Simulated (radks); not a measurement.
Polarisability of the platinum ion Pt3+, [Xe] 4f14 5d7, at imaginary frequency. Method: scalar-relativistic Kohn-Sham, LDA (Slater exchange, Perdew-Wang correlation), spin-polarised, spherical densities, finite nucleus; open shells are filled with parallel spins first (spin-orbit coupling, left out, can overturn this in heavy ions); Fermi nuclear charge, rms radius 5.427 fm; computed with a radial shooting solver on a logarithmic mesh with Libxc functionals. Response by self-consistent Sternheimer equations with the Hartree and adiabatic LDA kernel, the relativistic mass of each level held fixed and spin-orbit coupling left out.

| w (hartree) | alpha1(iw) (bohr^3) |
|---|---|
| 0.00266 | 6.496 |
| 0.0143 | 6.494 |
| 0.0360 | 6.485 |
| 0.0697 | 6.457 |
| 0.118 | 6.387 |
| 0.186 | 6.237 |
| 0.280 | 5.954 |
| 0.413 | 5.479 |
| 0.605 | 4.783 |
| 0.892 | 3.885 |
| 1.35 | 2.858 |
| 2.12 | 1.822 |
| 3.59 | 0.9486 |
| 6.94 | 0.3753 |
| 17.5 | 0.09536 |

Static values: alpha1 = 6.496 bohr^3 (0.9626 angstrom^3; uncoupled 10.07). C6 = 37.70, triple-dipole C9 = 168.2 atomic units. One-pole (London) frequency 4 C6 / (3 alpha1^2) = 1.191 hartree, against 1.395 for minus the highest occupied eigenvalue.
